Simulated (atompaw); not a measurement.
Li (Z = 3): PAW (atompaw) pseudisation with LDA (PW92), non-relativistic reference atom.

The input file (atompaw 4.2.0.5):

```
Li 3
LDA-PW loggrid 1500 logderivrange -6 5 276
2 2 0 0 0 0
2 0 0.5
2 1 0
0 0 0
v
v
v
2
3.00 2.40 2.65 2.35
n
y
0.25
n
y
-0.1
y
1.45
n
custom polynom gramschmidtortho gaussian
3 0 vpsmatchnc
0.50
3.00
3.00
3.00
3.00
3.00
PWSCFOUT
UPFDX 0.0125d0 UPFXMIN -7.d0 UPFZMESH 3.d0
END
```

Command:

```bash
atompaw < Li.input > Li.log
```

Resulting log (summary file):

```
Completed calculations for Li (AE)

 Exchange-correlation type: LDA, Perdew-Wang correlation

 Radial integration grid is logarithmic
 r0 =   2.3230853E-03 h =   6.9692560E-03   n =      1500 rmax =   8.0000000E+01

 Non-relativistic calculation

 AEatom converged in  21 iterations
   nz     =   3.00
   delta  =       6.482884274219E-18

 All Electron Orbital energies:
  n  l      occupancy      energy
  1  0      2.0000000E+00 -4.0416567E+00
  2  0      5.0000000E-01 -3.9087069E-01
  2  1      0.0000000E+00 -2.4708611E-01

 Total energy
   Total                    :      -14.51907921608664

 ---
 Completed calculations for Li (SC)

 Exchange-correlation type: LDA, Perdew-Wang correlation

 Radial integration grid is logarithmic
 r0 =   2.3230853E-03 h =   6.9692560E-03   n =      1500 rmax =   8.0000000E+01

 Non-relativistic calculation

 SCatom converged in   1 iterations
   nz     =   3.00
   delta  =       1.264558224215E-18

 Valence Electron Orbital energies:
  n  l      occupancy      energy
   1  0      2.0000000E+00 -4.0416567E+00
   2  0      5.0000000E-01 -3.9087069E-01
   2  1      0.0000000E+00 -2.4708611E-01

 Total energy
   Total                    :      -14.51907921554118
   Valence                  :      -14.51907921554120

 PAW parameters:
       lmax =            2
         rc =    3.0004496019213001
        irc =         1029
   rc_shape =    2.4002010278457022
    rc_vloc =    2.6649556134005818
    rc_core =    2.3504910837878472
   Vloc: VPS match (norm-conservation) with l= 3;e=   0.0000E+00
   Projector type: polynomial pseudization + Gram-Schmidt ortho.
   Gaussian compensation charge shape with gausstol =   1.0000E-04

 Number of basis functions     6
 No.   n  nodes  l      Energy         Cp coeff         Occ
  1    1    0    0   -0.4041657E+01  0.1000000E+01  0.2000000E+01
  2    2    1    0   -0.3908707E+00  0.8361046E+00  0.5000000E+00
  3    2    0    1   -0.2470861E+00  0.1000000E+01  0.0000000E+00
  4  999    1    1    0.2500000E+00  0.7412326E-01  0.0000000E+00
  5  999    0    2   -0.1000000E+00  0.1000000E+01  0.0000000E+00
  6  999    1    2    0.1450000E+01  0.4601156E+01  0.0000000E+00

 Eigenvalues of overlap operator (in the basis of projectors):
    1        4.64552478E-01
    2        6.24170859E-01
    3        6.43139138E-01
    4        4.22857533E+01
    5        6.12379937E+01
    6        1.87326707E+03

 Orbital leakage outside PAW augmentation regions
   orb  is_core?  %out_of_sphere
   1 0    F           0.01
   2 0    F          60.52
   2 1    F          68.25

 Summary of PAW energies
   Total valence energy     :    -14.51907991505907
   Smooth energy            :      9.01073064213602
   One center               :    -23.52981055719509
   Smooth kinetic           :     11.61082895900975
   Vloc energy              :     -0.53228419281660
   Smooth exch-corr         :     -2.90334624784250
   One-center xc            :     -0.27243313215995
```

The run took about 0.35 s on one core of a shared server CPU.
